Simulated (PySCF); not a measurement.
Geometries of 3 isomers of C6H6FP, from PBE0-D3(BJ)/def2-SVP geometry optimisation, gas phase (PySCF). One conformer each, no zero-point energy, no frequencies.

Question: Which is lowest in electronic energy at this level?
A.
```xyz
14
angstrom
C     -2.064   -0.328    0.446
C     -0.636    0.040    0.147
C      0.326   -0.965   -0.017
C      1.661   -0.721   -0.327
C      2.172    0.556   -0.504
F      3.474    0.655   -0.795
P      1.277    2.051   -0.371
C     -0.279    1.383    0.007
H     -2.133   -1.301    0.952
H     -2.652   -0.397   -0.484
H     -2.548    0.426    1.084
H      0.014   -2.006    0.107
H      2.357   -1.558   -0.437
H     -1.070    2.129    0.153
```
B.
```xyz
14
angstrom
C     -2.682   -0.626    0.255
C     -1.192   -0.466    0.101
C     -0.601    0.751    0.445
C      0.763    1.013    0.347
C      1.688    0.075   -0.111
C      1.306   -1.195   -0.505
F      2.274   -2.017   -0.925
P     -0.317   -1.850   -0.509
H     -3.222    0.128   -0.339
H     -2.983   -0.494    1.307
H     -3.024   -1.620   -0.069
H     -1.251    1.551    0.815
H      1.129    2.000    0.642
H      2.751    0.328   -0.169
```
C.
```xyz
14
angstrom
C     -2.120   -0.171    0.450
C     -0.666   -0.500    0.284
C     -0.218   -1.812    0.132
P      1.422   -2.356   -0.068
C      2.249   -0.830   -0.017
C      1.638    0.407    0.143
C      0.263    0.548    0.282
F     -0.217    1.787    0.427
H     -2.474    0.478   -0.366
H     -2.730   -1.084    0.458
H     -2.297    0.376    1.389
H     -0.985   -2.595    0.139
H      3.339   -0.849   -0.120
H      2.232    1.325    0.164
```

Answer: C. That is `Cc1cpccc1F`, 4.4 kcal/mol below the next.

| SMILES | atoms numbered as above | E (Eh) | relative (kcal/mol) | relative (kJ/mol) | dipole (D) |
| --- | --- | --- | --- | --- | --- |
| Cc1cpccc1F | [CH3:1][c:2]1[cH:3][p:4][cH:5][cH:6][c:7]1[F:8] | -672.59863 | 0.0 | 0.0 | 0.91 |
| Cc1ccc(F)pc1 | [CH3:1][c:2]1[cH:3][cH:4][c:5]([F:6])[p:7][cH:8]1 | -672.59159 | 4.4 | 18.5 | 2.95 |
| Cc1cccc(F)p1 | [CH3:1][c:2]1[cH:3][cH:4][cH:5][c:6]([F:7])[p:8]1 | -672.59135 | 4.6 | 19.1 | 2.71 |
